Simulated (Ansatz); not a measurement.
Task: Name a neutral molecule of O, Si, Te and H with size of the dipole moment (PBE/def2-TZVPP) between 0.90 and 1.20 D and LUMO energy (ωB97M-V/def2-TZVPP) between 0.90 and 1.20 eV (Ansatz, PBE0-D4/def2-TZVP geometry).

Result: `O[SiH2][TeH]` (1.10 D, 1.16 eV); `O[SiH]([SiH3])[TeH]` (1.03 D, 0.96 eV). Other molecules can fit too; these were computed, each in one conformer that needn't be the lowest.
